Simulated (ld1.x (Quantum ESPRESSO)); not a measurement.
**Before and after: ultrasoft potential for V (Z = 23)**

```
Element                 : vanadium (V)
Generator               : ld1.x (Quantum ESPRESSO) 7.5
Type                    : ultrasoft
Functional              : LDA (PZ)
Relativity              : scalar-relativistic
Frozen core             : [Ar]
Valence charge          : 5
Reference configuration : 3d3 4s2 4p0
Partial waves           : 4s (bound): rcut 1.95, rcutus 2.55 bohr; 4s channel at 0.1 Ry: rcut 1.95, rcutus 2.55 bohr; 4p (bound, empty): rcut 2.50, rcutus 3.40 bohr; 4p channel at 4 Ry: rcut 2.50, rcutus 3.40 bohr; 3d (bound): rcut 0.90, rcutus 1.15 bohr; 3d channel at 0.45 Ry: rcut 0.90, rcutus 1.15 bohr
Local potential         : all-electron potential smoothed inside 2.60 bohr (lloc = -1)
Core correction         : Bessel-smoothed model core, default radius (core density twice the valence density)
Augmentation charge     : built from norm-conserving waves at rcut, not smoothed further
```

All-electron outer shells of the reference configuration (LDA (PZ), scalar-relativistic, ld1.x):

```tsv
shell	level (eV)	outermost node (bohr)	outermost maximum (bohr)
3s	-69.83	0.38	0.82
3p	-43.95	0.35	0.84
3d	-5.38	–	0.88
4s	-4.85	1.17	2.72
4p	-1.53	1.30	3.63
```

Change: core correction Bessel-smoothed model core inside 0.98 bohr.

Cutoffs: the cutoffs (Ry, on a coarse ladder) from which the occupation-weighted sum of valence levels, in a spherical-Bessel basis at the reference potential, stays within 10 and 1 mRy of its value at 400 Ry; they do not see the model core or the augmentation charge, which bear on the density cutoff. Errors are all-electron minus pseudo energies relative to the spin-unpolarised reference configuration.

What does the change do?

The potential gets neither clearly harder nor softer (70 Ry and 120 Ry → 70 Ry and 120 Ry); both files keep a bound ghost (p); of the 9 tests that both files solve, the error grows in 0 and shrinks in 2 by more than 15 % and 0.3 meV (median size 89.4 → 30.8 meV). The default core radius of the base comes out at 1.49 bohr. A model core, the more so a compact one, raises the density cutoff, which this test does not measure.

| quantity | base | changed |
| --- | --- | --- |
| cutoff, loose | 70 Ry | 70 Ry |
| cutoff, tight | 120 Ry | 120 Ry |
| bound ghosts | p | p |
| error for 3d3 4s1 4p0, meV [ΔE 7.94 eV] | -4.9 | -5.0 |
| error for 3d3 4s0 4p0, meV [ΔE 22.49 eV] | -31 | -31 |
| error for 3d2 4s0 4p0, meV [ΔE 51.64 eV] | -428 | -430 |
| error for 3d3.5 4s1.5 4p0, meV [ΔE 0.03 eV] | -37 | -37 |
| error for 3d3 4s1.5 4p0, meV [ΔE 3.18 eV] | -1.1 | -1.1 |
| error for 3d2 4s2 4p0, meV [ΔE 11.22 eV] | -303 | -306 |
| error for 3d4 4s1 4p0, meV [ΔE 0.54 eV] | -112 | -113 |
| error for 3d3 4s2 4p0 (spin-polarised), meV [ΔE -1.63 eV] | +89 | +16 |
| error for 3d3 4s1 4p0 (spin-polarised), meV [ΔE 5.57 eV] | +91 | +12 |
| s: phases at 3.70 bohr within 0.05 rad from the reference energy up to (Ry; the scan ends near 5) | 1.8 | 1.8 |
| p: phases at 3.70 bohr within 0.05 rad from the reference energy up to (Ry; the scan ends near 5) | 1.4 | 1.4 |
| d: phases at 3.70 bohr within 0.05 rad from the reference energy up to (Ry; the scan ends near 5) | 3.3 | 3.3 |
| lowest overlap eigenvalue by channel | s 0.41, p 0.24, d 1.00 | s 0.41, p 0.24, d 1.00 |

 A true bound ghost makes a file unfit for plane-wave use even where its test errors are small: the radial tests pick states by their node count and pass the ghost by.
